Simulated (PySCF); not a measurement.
Computed magnetic data of one metal complex (SC-NEVPT2 in the d shell, PySCF, with spin-orbit coupling):

```
T / K  χT / cm³ K mol⁻¹  μeff / μB
    2             2.580       4.54
    5             2.859       4.78
   10             2.928       4.84
   20             2.949       4.86
   30             2.955       4.86
   50             2.959       4.87
   75             2.963       4.87
  100             2.966       4.87
  150             2.972       4.88
  200             2.977       4.88
  250             2.982       4.88
  300             2.988       4.89
```

Powder magnetisation at 2 K: 1.09 μB at 0.5 T, 1.89 μB at 1 T, 2.78 μB at 2 T, 3.24 μB at 3 T, 3.67 μB at 5 T, 3.83 μB at 7 T.

Task: Which of these complexes, all computed at model or optimised geometries, gave the data?
A. [FeCl5]3- (d6, trigonal bipyramidal)
B. [CrI5]3- (d4, square pyramidal)
C. [Fe(OH)4]2- (d6, tetrahedral)
D. [CrF4]2- (d4, tetrahedral)

Result: B. [CrI5]3- (d4, square pyramidal) has NEVPT2: 2S+1 = 5, 4.89 μB at 300 K, 4.84 μB at 10 K, 3.83 μB at 7 T. The others: [CrF4]2- (d4, tetrahedral) has NEVPT2: 2S+1 = 5, 4.67 μB at 300 K, 3.31 μB at 10 K, 1.80 μB at 7 T; [Fe(OH)4]2- (d6, tetrahedral) has NEVPT2: 2S+1 = 5, 5.11 μB at 300 K, 4.79 μB at 10 K, 2.84 μB at 7 T; [FeCl5]3- (d6, trigonal bipyramidal) has NEVPT2: 2S+1 = 5, 5.46 μB at 300 K, 5.06 μB at 10 K, 3.11 μB at 7 T.

On [CrI5]3-: The geometry is a model, and the complex may not exist in this form.
